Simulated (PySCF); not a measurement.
## Telling isomers of C$_{8}$H$_{7}$ClO apart by NMR

No relativistic terms, one computed conformer, isolated molecule, rapidly exchanging positions averaged. Coordinates at the PBE0-D3(BJ)/def2-SVP level; NMR shieldings at PBE0/pcSseg-1/GIAO; PySCF 2.14.

Referencing at the same level of theory: $^{1}$H (31.27 ppm) and $^{13}$C (184.41 ppm) against TMS. Where no couplings were computed, multiplicities follow the n + 1 count of equivalent neighbours, and m marks all less simple cases (inequivalent or close neighbours, rings, F or P nearby). Shifts are as computed. Against solution values, carbons near 30 ppm lie about +2 ppm off and those near 130 ppm about +5 ppm; carbons on Cl a further +5 ppm (rms about the fit 1.9 ppm; single classes can miss by 10 ppm). Of 1328 compounds with measured shifts, 309 miss one by over three times the rms of a fit or turn the order of signals round; such compounds aren't used in these exercises. Signals without a measured value on file couldn't be tested in this way; 1H shifts scatter by 0.2 ppm about their fit, and single ones miss by 0.5 ppm. Carbons bonded to Cl come out too deshielded.

(1) Tabulate the signals of `Cc1ccccc1C(=O)Cl`, `Cc1cccc(C(=O)Cl)c1` and their relative energies.

(2) What is the quickest way to tell Cc1ccccc1C(=O)Cl from Cc1cccc(C(=O)Cl)c1?

Answers

(1) 
```tsv
SMILES	carbon types	δC	δH	E rel. (kcal/mol)
Cc1ccccc1C(=O)Cl	3×C 4×CH 1×CH3	174.5, 151.8, 142.8, 140.6, 137.4, 133.6, 131.3, 27.2	8.71 (d, 1H), 7.61 (m, 1H), 7.48 (m, 1H), 7.40 (d, 1H), 2.71 (s, 3H)	1.9
Cc1cccc(C(=O)Cl)c1	3×C 4×CH 1×CH3	175.1, 143.9, 142.0, 137.5, 137.0, 136.4, 133.8, 22.9	8.30 (d, 1H), 8.13 (s, 1H), 7.55 (m, 1H), 7.53 (m, 1H), 2.47 (s, 3H)	0.0
```

Energies are electronic energies at PBE0/pcSseg-1 on these geometries, without zero-point or thermal terms, each for the one conformer computed, which needn't be the lowest.

(2) Both give the same number of carbon signals, with the same numbers of each carbon type, so the positions decide. The first has a substituted aromatic carbon (C) at 151.8 ppm, the second a substituted aromatic carbon (C) at 143.9 ppm. Their most deshielded carbons lie at 174.5 and 175.1 ppm. In the proton spectra the most deshielded non-exchanging signals are 8.71 (d, 1H) and 8.30 (d, 1H).
